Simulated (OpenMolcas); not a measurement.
**Sc⁺: CASPT2 settings compared**

```yaml
Program: OpenMolcas 26.06
Basis: ANO-RCC-VDZ [5s4p2d]
Scalar_Hamiltonian: X2C, point nucleus
Active_space: 2 electrons in 6 orbitals (3d 4s)
State_averaging: 2S+1 = 3 even, 15 roots; 2S+1 = 1 even, 20 roots kept (CI in the orbitals of an earlier block)
Spin-orbit_coupling: state interaction with AMFI integrals over the reference wave functions, term energies averaged over their components
```

Methods on the same reference wave functions:
A. CASSCF
B. SS-CASPT2, IPEA 0.75 Eh, real shift 0.5 Eh (closed shells correlated: 3s 3p)
C. SS-CASPT2, IPEA 0.1 Eh, sigma2 regulariser 0.25 Eh (closed shells correlated: 2s 2p 3s 3p)
D. SS-CASPT2, IPEA 0.15 Eh, real shift 0.05 Eh (closed shells correlated: none)
E. MS-CASPT2, IPEA 0.15 Eh, real shift 0.05 Eh (closed shells correlated: none)
F. MS-CASPT2, IPEA 0.75 Eh, real shift 0.5 Eh (closed shells correlated: 3s 3p)

Energies in cm⁻¹ above 3d 4s ³D₁, the measured ground level; measured values from NIST Handbook of Basic Atomic Spectroscopic Data.

| Level | A | B | C | D | E | F | Measured |
| --- | --- | --- | --- | --- | --- | --- | --- |
| 3d 4s ³D₁ | 0.0 | 0.0 | 0.0 | 0.0 | 0.0 | 0.0 | 0.0 |
| 3d 4s ³D₂ | 61.7 | 61.6 | 61.4 | 61.0 | 60.2 | 61.3 | 67.7 |
| 3d 4s ³D₃ | 157 | 157 | 157 | 157 | 157 | 157 | 178 |
| 3d 4s ¹D₂ | 4196 | 3760 | 3220 | 2600 | 2130 | 3450 | 2541 |
| 3d² ³F₂ | 5235 | 10040 | 10230 | 5820 | 5820 | 10040 | 4803 |
| 3d² ³F₃ | 5329 | 10140 | 10330 | 5920 | 5920 | 10140 | 4884 |
| 3d² ³F₄ | 5455 | 10260 | 10450 | 6040 | 6040 | 10260 | 4988 |
| 3d² ³P₀ | 15037 | 18260 | 17740 | 14540 | 14540 | 18260 | 12074 |
| 3d² ³P₁ | 15069 | 18290 | 17770 | 14580 | 14580 | 18290 | 12102 |
| 3d² ³P₂ | 15095 | 18360 | 17840 | 14640 | 14640 | 18360 |  |
| 3d² ¹D₂ | 15317 | 16350 | 15870 | 11070 | 11540 | 16660 |  |
| 3d² ¹G₄ | 17860 | 21570 | 21680 | 17340 | 17340 | 21570 | 14261 |
| 4s² ¹S₀ | 18111 | 8240 | 6320 | 15250 | 15250 | 8240 | 11736 |

Deviations, from unrounded energies. A percentage is the sum of absolute deviations over the sum of measured energies, with the sign that they share, or ± where signs differ.

```csv
Against measurement,Levels,A,B,C,D,E,F
mean absolute deviation (cm-1),10,1900,4000,4100,1500,1500,4000
fine structure of the ground term (%),2,-10.7,-10.8,-10.9,-11.0,-11.3,-10.9
other terms of the ground configuration (%),1,+65.2,+48.0,+26.7,+2.5,-16.2,+35.9
other configurations (%),7,+26.6,±60.1,±62.5,+22.6,+22.6,±60.1
```

D, E lie about equally close to measurement and C furthest from it. The largest miss of D in the table is 4s² ¹S₀, by +3500 cm-1. The ranking rests on the paired levels alone, and a cruder setting can come out closer through cancelling errors.

Among B to F the level of the table that moves most is 4s² ¹S₀, by 8900 cm-1 (lowest in C, highest in D). Moves below CASPT2's spread within the term are not significant.

The two smallest mean deviations differ by little beside CASPT2's spread within terms, so their order carries little weight.

The lowest spin-free term lies below A's lowest term by 0.177 hartree in B, 0.197 hartree in C, 0.007 hartree in D, 0.007 hartree in E, 0.177 hartree in F.

Term energies are means over components that CASPT2 splits; among the terms shown or strongly mixed into the levels shown the widest spread is 710 cm-1 (3d² ¹G, F). Over all roots computed the reference weight is 0.91 to 1.00 in D, 0.91 to 1.00 in E; the roots of lowest weight are the least certain, and an intruder state may touch them. Terms from blocks run as CI alone lack orbitals of their own. A single d shell beside an s shell can misplace configurations of different d count against each other. Without dynamic correlation excited terms often stand tens of per cent too high (terms of higher spin than the ground term too low), and those without a measured partner can miss by more than the paired ones (holds for A). Computed and measured levels are paired by configuration, term and J; levels that our copy of the source lacks, or whose pairing is in doubt (as where it misses far off the trend of its configuration), stay unpaired and out of the deviations. Levels of configurations outside the active space are missing.
